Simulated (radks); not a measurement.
Mg2+, 10 electrons, occupied as 1s1.75 2s2 2p6 3d0.25 (fractional occupations, a model configuration).

All-electron calculation, scalar-relativistic Kohn-Sham, r2SCAN, spin-unpolarised, spherical densities, finite nucleus; meta-GGA in the generalised Kohn-Sham scheme; Fermi nuclear charge, rms radius 3.057 fm. Program: a radial shooting solver on a logarithmic mesh with Libxc functionals.

Energy parts (eV):
| part | energy |
|---|---|
| total | -5105.807 |
| kinetic | 5111.931 |
| electron-nucleus | -12080.584 |
| Hartree | 2275.050 |
| exchange-correlation | -412.204 |

Orbitals (lengths in bohr, moments of r in powers of bohr; r(90%) holds 90 % of the orbital's charge):
orbital  occ.  eigenvalue (eV)  r(90%)    <r^2>
1s       1.75        -1319.402   0.232  0.02269
2s          2        -109.7402    1.08   0.5538
2p          6         -75.0423    1.12   0.5507
3s          0         -18.9045    3.87    7.615
3p          0         -13.9101    4.66    10.99
3d       0.25          -8.3980    6.37    20.53

The highest occupied level is 3d at -8.398 eV. The configuration is held as typed, so some empty levels lie below it. The density falls to 0.001 e/bohr^3 at r = 2.30 bohr. The electron density at the nucleus is 1035 e/bohr^3 (large components only). Summed over all electrons, <r^2> = 9.583 bohr^2, which gives a Langevin (diamagnetic) susceptibility term of -7.59 x 10^-6 cm^3/mol.
